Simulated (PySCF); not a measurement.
## Spin states and ions at one geometry of OsO2Cl2

PySCF 2.14.0, RKS TPSS, Os def2-SVP with ECP60, O def2-SVP, Cl def2-SVP; non-relativistic Hamiltonian with scalar-relativistic core potentials where named; density fitting; no spin-orbit coupling; singlets restricted, open shells unrestricted. The geometry is relaxed for charge 0, singlet, vacuum:

```xyz
5

Os    0.2625    0.2625    0.0000
O     1.4708    0.1520    1.2018
O     0.1520    1.4708   -1.2018
Cl   -1.7891   -0.0375    0.9517
Cl   -0.0375   -1.7891   -0.9517
```

Energies count from the relaxed state; an electron taken off or put on is at rest in vacuum. Charges and spins are Mulliken's.

Problem. Order these states by energy, lowest first.
A. charge 0, quintet, vacuum
B. charge -1, doublet, vacuum
C. charge +1, doublet, vacuum
D. charge 0, triplet, vacuum
E. charge 0, singlet, vacuum

Solution. B (-2.01 eV), E (0.00 eV), D (0.93 eV), A (3.92 eV), C (9.65 eV).

Problem. How do charge and spin on the first atom follow?

Solution. 
| state | spin squared | charge on Os1 (e) | spin on Os1 (e) | dipole about the centre of mass (D) |
| --- | --- | --- | --- | --- |
| charge 0, singlet, vacuum | 0.00 | 0.87 | 0.00 | 0.36 |
| charge 0, triplet, vacuum | 2.01 | 0.89 | 1.11 | 0.51 |
| charge 0, quintet, vacuum | 6.01 | 0.80 | 1.87 | 1.06 |
| charge +1, doublet, vacuum | 0.75 | 1.09 | 0.54 | 1.27 |
| charge -1, doublet, vacuum | 0.76 | 0.60 | 0.53 | 0.50 |

With an electron taken off (doublet) the charges change, summed by element, by Os +0.21 e, O +0.29 e, Cl +0.50 e. The vertical ionisation energy is 9.65 eV, against −ε(HOMO) = 6.53 eV of the relaxed state. The level lies 3.1 eV too high, as is usual for semilocal functionals and global hybrids, which keep a self-interaction error.

With an electron put on (doublet) the charges change, summed by element, by Os -0.28 e, O -0.33 e, Cl -0.39 e. The vertical electron affinity is 2.01 eV, against −ε(LUMO) = 5.27 eV of the relaxed state. The basis has no diffuse functions, which an added electron needs. The added electron's level lies above zero.

Open shells may have lower solutions than those found. Hard to converge, so the more doubtful: charge 0, triplet, vacuum.

No frequency check is given that shows the relaxed geometry to be a minimum.
